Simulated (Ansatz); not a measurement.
Reaction (formal loss of a carbene): `FCOC(F)CF` → `FCOC(F)F` + `[CH2]` (triplet)

Gas-phase electronic energies from Ansatz, PBE0-D4/def2-TZVP geometries. CCSD(T)/CBS is the MP2 limit (def2-TZVPP, def2-QZVPP) plus CCSD(T) − MP2 in def2-TZVPP, frozen cores. This one scheme is used for every species. Functionals use def2-TZVPP. B3LYP here is the variant with VWN-RPA as its local correlation; programs differ in this. Triplets are unrestricted, without spin–orbit coupling. Each species was taken in one conformer, which may not be the lowest.

```csv
level,ΔE (kJ/mol)
PBE-D4,403.1
B3LYP-D4,393.8
```

**Question.** What does CCSD(T)/CBS give? (Best estimate.)

**Answer.** The calculation gave: +400.7 kJ/mol. The listed levels differ from it by 2.4, -6.9 kJ/mol.

Largest T1 diagnostic among the species: 0.012.

The D4 term adds +8.5 kJ/mol with B3LYP and +4.6 kJ/mol with PBE0; it sums over pairs of atoms, weighted by their polarisabilities, and B3LYP, whose exchange is more repulsive, gets the larger term. From r2SCAN to r2SCAN0 (25 % exact exchange), in def2-TZVPP and without D4, ΔE moves by −5.0 kJ/mol. In def2-TZVPP, CCSD(T) changes the Hartree–Fock value by +133.2 kJ/mol (the triples alone add +10.2 kJ/mol) and MP2 by +142.4 kJ/mol.

CCSD(T)/CBS has its own doubt, a few kJ/mol and more with outer-core shells, so smaller differences from it don't rank the levels.
